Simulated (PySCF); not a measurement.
# Two-dimensional NMR puzzle

Compound of formula C₅H₁₂P₂Si. Correlations simulated from computed shifts and the bond graph:

HSQC (one-bond C–H):
```csv
δH,δC
3.93,45.5
2.93,29.5
2.65,22.4
2.58,18.8
2.12,29.5
2.09,18.8
```

COSY cross peaks (H two or three bonds apart, from the bond graph; peaks can be absent where the dihedral angle is near 90°):
```csv
δH,δH
4.01,2.65
3.93,2.93
3.93,2.12
2.93,2.58
2.93,2.12
2.93,2.09
2.58,2.12
2.58,2.09
2.12,2.09
```

HMBC (two and three bonds, from the bond graph):
```csv
δH,δC
4.01,22.4
3.93,"29.5, 18.8"
2.93,"45.5, 29.5, 18.8"
2.58,"45.5, 29.5"
2.12,"45.5, 29.5, 18.8"
2.09,"45.5, 29.5"
```

[PySCF 2.14.0 with density-fitted response routines: structure optimised with GFN2-xTB; NMR shieldings at PBE0/pcSseg-1/GIAO; single conformer; no relativistic terms; in vacuum; fast rotation and ring inversion assumed for equivalent nuclei]

Shifts are taken against calculated references (same method and geometry level): TMS for 1H (31.72 ppm), 13C (186.93 ppm).

Exchangeable hydrogens are left out of these lists.

**Question.** Assemble the structure.

**Answer.** `[SiH3]C/P=P/C1CCC1`.

Numbering as in the mapped SMILES `[SiH3:1][CH2:2]/[P:3]=[P:4]/[CH:5]1[CH2:6][CH2:7][CH2:8]1`; H(Xn) means a hydrogen on atom n. Ha(C6), Ha(C7), Ha(C8) are cis to P4 on the ring; Hb(C6), Hb(C7), Hb(C8) are trans to P4 on the ring.

1. δC 45.5 is C5, an sp3 CH bonded to P (δH 3.93).
2. δC 29.5 is C6/C8, an sp3 CH2 in a ring (δH 2.12, 2.93).
3. δC 22.4 is C2, an sp3 CH2 bonded to P and Si (δH 2.65).
4. δC 18.8 is C7, an sp3 CH2 in a ring (δH 2.58, 2.09).
5. COSY links 4.01–2.65, 3.93–2.93, 3.93–2.12, 2.93–2.58, 2.93–2.12, 2.93–2.09.

This is the structure that produced the data.

Shifts are as computed. Against solution values, carbons near 30 ppm lie about +3 ppm off and those near 130 ppm about +5 ppm. Of 1211 compounds with measured shifts, 218 miss one by over three times the rms of a fit or turn the order of signals round; such compounds aren't used in these exercises.
